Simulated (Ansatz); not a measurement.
Species: C$_{3}$H$_{9}$Al, SMILES `[CH3][Al]([CH3])[CH3]` (charge 0, multiplicity 1), formula C3H9Al.

**Question.** How many basis functions does frozen-core CCSD(T)/def2-TZVPP // PBE0-D3(BJ)/def2-TZVP in Ansatz (a first-principles code) use, how many core orbitals are frozen, and how many electrons are correlated?

**Answer.** 261 basis functions and 8 frozen orbitals, which leaves 24 correlated electrons. Core time is of the order of minutes.
